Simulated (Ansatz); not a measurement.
The cluster Cu3Cl6⁺, relaxed as a singlet with RKS r2SCAN-D4/def2-SVP in Ansatz, starting from the GFN2-xTB geometry. Force threshold 0.02 eV/Å.

The restricted singlet is unstable towards broken spin symmetry at other levels; at r2SCAN-D4/def2-SVP this wasn't settled. In the singlet, Cl4 and Cl7 lie 2.09 Å apart (atoms count from 1), so these atoms are partly bonded to each other. Another isomer (singlet) lies 0.44 eV lower at PBE0-D4/def2-TZVP; other spin states weren't run for this one.

Start:

```xyz
9

Cu    3.3234    1.8283    0.7993
Cu   -3.3169   -1.7424   -0.7909
Cu   -0.0499    0.1747   -0.0438
Cl   -5.2629   -2.6731   -0.7248
Cl    5.3972    2.4287    0.8031
Cl    6.2606    1.6010   -0.8498
Cl   -6.2575   -1.9816    0.9163
Cl    1.2965    1.3725    1.0168
Cl   -1.3905   -1.0080   -1.1262
```

```tsv
step	energy (eV)	largest force component (eV/Å)	SCF passes
1	-209006.8058	0.863	42
2	-209006.9974	0.336	29
3	-209007.0786	0.060	35
4	-209007.0989	0.053	31
5	-209007.1279	0.085	34
6	-209007.1552	0.161	31
7	-209007.1890	0.210	31
8	-209007.2313	0.248	31
9	-209007.2800	0.268	30
10	-209007.3365	0.100	31
11	-209007.3707	0.055	29
14	-209007.4301	0.045	25
17	-209007.4557	0.054	25
20	-209007.4895	0.056	25
23	-209007.5612	0.284	29
26	-209007.7153	0.391	36
29	-209007.8908	0.900	35
32	-209008.0162	0.160	36
35	-209008.0488	0.234	37
38	-209008.4225	0.467	38
41	-209008.6540	0.209	37
44	-209008.6863	0.084	35
47	-209008.7040	0.031	35
50 (rejected)	-209008.7079	0.060	34
53	-209008.7114	0.024	29
54	-209008.7115	0.011	30
```

Force components are those of the run's own axes.

End:

```xyz
9

Cu    1.777    1.161    0.808
Cu   -1.532   -1.051   -0.801
Cu    0.982   -0.030   -1.425
Cl   -3.176   -1.810    0.516
Cl    3.138    2.062    2.121
Cl    3.039    0.480   -0.890
Cl   -3.399   -0.369    2.011
Cl   -0.415    0.743    0.339
Cl   -0.415   -1.186   -2.678
```

Bonds lost: Cl5–Cl6 (atoms count from 1). Bonds formed: Cu1–Cl6, Cu2–Cl8, Cu3–Cl6 (atoms count from 1). Metal–metal contacts that move far: Cu1–Cu3 3.85 to 2.65 Å, Cu2–Cu3 3.86 to 2.78 Å. The end is the same structure that another start reached.

No frequencies were taken in this run, so the end may be a saddle point.

Hardware: 4 threads of Intel Xeon on a shared host. Wall time 6.4 min.
